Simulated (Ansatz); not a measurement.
Be$_{2}$, closed-shell singlet (the spin of the measured ground state), most abundant isotopes (9.0122 and 9.0122 u). Constants from fifth-degree fits in 1/R to seven points on the lowest solution found; no spin–orbit coupling, no relativity up to Kr; ω_e x_e and α_e move by some per cent with the fit.

Cores are frozen in the correlated methods. CBS: X⁻³ extrapolation of the correlation energy, Hartree–Fock from the larger set.

Run with Ansatz (an electronic-structure program) with Gaussian orbitals. Each number belongs to the level named beside it.

```tsv
level	r_e (Å)	ω_e (cm⁻¹)	ω_e x_e (cm⁻¹)	α_e (cm⁻¹)
PBE/def2-TZVPP	2.4436	347.2	8.21	0.0167
CCSD(T)/CBS(aug-cc-pVQZ, aug-cc-pV5Z)	2.4911	233.3	22.6	0.0433
```

D_e from total energies of the atoms and the molecule: 0.42 eV at PBE/def2-TZVPP.

Derive the rotational constants, the centrifugal constant, the fundamental, the zero-point energy and the force constant, and test the Morse rule for the well depth.


μ = 4.50609 u.
- PBE/def2-TZVPP: B_e = 16.8576/(μ r_e²) = 0.62651 cm⁻¹; B₀ = B_e − α_e/2 = 0.61816 cm⁻¹; D = 4B_e³/ω_e² = 8.16e-06 cm⁻¹; fundamental ω_e − 2ω_e x_e = 331 cm⁻¹; zero-point energy ω_e/2 − ω_e x_e/4 = 172 cm⁻¹; k = μ(2πcω_e)² = 32.0 N/m; a Morse well would hold ω_e²/(4ω_e x_e) = 0.46 eV against the computed D_e of 0.42 eV
- CCSD(T)/CBS(aug-cc-pVQZ, aug-cc-pV5Z): B_e = 16.8576/(μ r_e²) = 0.60287 cm⁻¹; B₀ = B_e − α_e/2 = 0.58121 cm⁻¹; D = 4B_e³/ω_e² = 1.61e-05 cm⁻¹; fundamental ω_e − 2ω_e x_e = 188 cm⁻¹; zero-point energy ω_e/2 − ω_e x_e/4 = 111 cm⁻¹; k = μ(2πcω_e)² = 14.4 N/m

Doubts at one or more of the structures used: a restricted determinant that unrestricted orbitals would lower (CCSD(T)/CBS(aug-cc-pVQZ, aug-cc-pV5Z)).
